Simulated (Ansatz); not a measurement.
The lowest singlet and triplet of S2 (SMILES S=S); geometries from B3LYP-D3(BJ)/def2-TZVP, each state relaxed from the structure named, with no frequency check, low spin by broken symmetry.
Singlet (charge 0, multiplicity 1):
```tsv
atom	x (Å)	y (Å)	z (Å)
S	0.0000	0.0000	-0.9522
S	0.0000	0.0000	0.9522
```

A positive gap puts the triplet lower; no zero-point energy. R- takes a restricted singlet, here one determinant of a half-filled degenerate or near-degenerate pair, which mixes singlet states. The triplet is unrestricted in single-reference levels. Active spaces average the two states.

Correlated levels freeze the cores.

Codes used: Ansatz (Gaussian orbitals). 

Q: Predict the gap E(singlet) − E(triplet), vertical, at the singlet's geometry from R-SCS-MP2/cc-pV(T+d)Z.

A: 0.66 eV

Q: Estimate the gap E(singlet) − E(triplet), vertical, at the singlet's geometry that SA-CASSCF(12,8)/cc-pV(Q+d)Z returns for this input.

A: 0.62 eV

Q: Estimate the gap E(singlet) − E(triplet), vertical, at the singlet's geometry that FIC-NEVPT4(SD) on SA-CASSCF(12,8)/cc-pV(T+d)Z returns for this input.

A: 0.58 eV

Doubts at one or more of the structures used: a restricted determinant that unrestricted orbitals would lower (R-SCS-MP2/cc-pV(T+d)Z).

Ansatz is a program for electronic structure.
